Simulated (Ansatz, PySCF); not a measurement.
The pair A = H3ISi (SMILES [SiH3]I) (first 5 atoms), B = CH4 (SMILES C); geometry from B3LYP-D3(BJ)/def2-TZVP.
(charge 0, multiplicity 1):
```
atom    x (Å)    y (Å)   z (Å)
----  -------  -------  ------
Si     0.2033  -1.3741  1.3372
I     -0.5415   0.9101  0.8106
H      0.3638  -2.1087  0.0670
H     -0.8227  -2.0156  2.1806
H      1.4899  -1.2905  2.0536
C      0.0082  -0.1697  4.9674
H     -0.8494  -0.8254  4.8232
H      0.9275  -0.7473  4.8790
H     -0.0045   0.6144  4.2118
H     -0.0425   0.2799  5.9580
```

Frozen-core correlation. Filled d and f shells under p-block atoms count as core. CBS: X⁻³ extrapolation of the correlation energy, Hartree–Fock from the larger set. MP2 and its Hartree–Fock in def2-TZVPPD are density fitted.

The values were computed with Ansatz (Gaussian basis) for Hartree–Fock, density functionals and correlated methods; PySCF for the dispersion terms. Values without a source in brackets are computed. In def2 rows elements past Kr take small-core potentials, without spin–orbit coupling.

The monomers are drawn apart, rigid, along the line of their centres of mass. Counterpoise-corrected interaction energies (kcal/mol):

```tsv
level	R = 5.650 Å	R = 7.182 Å
PBE-D3(BJ)/def2-TZVPPD	-0.4013	-0.0754
wB97M-V/def2-TZVPPD	-0.3002	-0.0639
MP2/CBS(def2-SVPD, def2-TZVPPD) + ΔCCSD(T)/def2-SVPD	-0.2883	-0.0634
```

R is the distance of the centres of mass. Find the local exponent m of E ∝ R⁻ᵐ between the two points.


m = ln(E₁/E₂)/ln(R₂/R₁): PBE-D3(BJ)/def2-TZVPPD 7.0; wB97M-V/def2-TZVPPD 6.4; MP2/CBS(def2-SVPD, def2-TZVPPD) + ΔCCSD(T)/def2-SVPD 6.3. For scale, two fixed dipoles give m = 3, dipole and quadrupole 4, quadrupoles 5, and dispersion or dipole-induced dipole 6 at long range; at these distances several terms mix, and what is left of overlap and damping shifts m, so it need not match one of them.

Ansatz is a first-principles code.
